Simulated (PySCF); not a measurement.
Level of theory: PBE-D3(BJ)/def2-TZVP // TPSS-D3(BJ)/def2-SVP run with PySCF. All species are isolated molecules in the gas phase. One relaxed conformer stands for a flexible species; it need not be the lowest. 

Reference species: [Y(OH)3] (neutral, multiplicity 1).

```yaml
HOMO: -6.20 eV
coordination_number: 3
HOMO–LUMO gap: 4.11 eV
mean_distance_from_the_central_atom_to_its_bonded_neighbours: 2.036 Å
```

Changed species: [Y(NH2)3] (3 of 3 OH replaced by NH2; the reference has 0 of 3 OH replaced by NH2).

Task: Predict the effect on the HOMO, coordination number, HOMO–LUMO gap and mean distance from the central atom to its bonded neighbours.

Result: the HOMO increases by 1.23 eV, to -4.97 eV; the coordination number hardly moves; the HOMO–LUMO gap drops by 0.99 eV, to 3.12 eV; the mean distance from the central atom to its bonded neighbours goes up by 0.126 Å, to 2.162 Å.
